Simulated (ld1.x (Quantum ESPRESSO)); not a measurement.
**S ultrasoft: all-electron and pseudo phase curves**

S, ultrasoft, made with ld1.x (Quantum ESPRESSO) 7.5 (Wu–Cohen, scalar-relativistic). Core [Ne], reference 3s2 3p4. Waves: 3s (bound): rcut 1.50, rcutus 1.70 bohr; 3s channel at -0.7 Ry: rcut 1.50, rcutus 1.70 bohr; 3p (bound): rcut 1.45, rcutus 1.65 bohr; 3p channel at 0.25 Ry: rcut 1.45, rcutus 1.65 bohr. Local part: all-electron potential smoothed inside 1.25 bohr (lloc = -2). Core correction: none. Augmentation charge: PSQ, radius 1.50 bohr.

The phase is arctan(r·u′/u) with u = r·R(r), unwrapped; energies in Ry, scanned from -3 to 5 Ry. A pole is an energy at which the radial function vanishes at the test radius. The pseudo phase is shifted by a multiple of π to meet the all-electron one at the reference energy, and phase errors are pseudo minus all-electron; the curves can meet again beyond the range given. Levels narrower than the energy grid can be missing from the lists of poles.

For each channel, where are the poles, and over which energies does the pseudopotential scatter like the atom?

```csv
channel,radius (bohr),reference energy (Ry),"poles, all-electron","poles, pseudo",unbroken range about the reference energy with phases within 0.05 rad,phase error 1 Ry above the reference energy (rad)
s,1.86,-1.26,1.13,1.13,the whole range,-0.000
p,1.86,-0.51,2.31,2.31,the whole range,-0.000
```

Phases in the p channel:

| E (Ry) | all-electron | pseudo |
| --- | --- | --- |
| -3.00 | 1.157 | 1.157 |
| -2.52 | 1.089 | 1.089 |
| -2.04 | 0.983 | 0.983 |
| -1.56 | 0.797 | 0.797 |
| -1.08 | 0.426 | 0.426 |
| -0.60 | -0.246 | -0.246 |
| -0.12 | -0.862 | -0.862 |
| 0.36 | -1.183 | -1.183 |
| 0.84 | -1.349 | -1.349 |
| 1.32 | -1.449 | -1.449 |
| 1.80 | -1.517 | -1.517 |
| 2.28 | -1.568 | -1.568 |
| 2.76 | -1.609 | -1.610 |
| 3.24 | -1.646 | -1.647 |
| 3.72 | -1.680 | -1.682 |
| 4.20 | -1.715 | -1.717 |
| 4.68 | -1.752 | -1.756 |
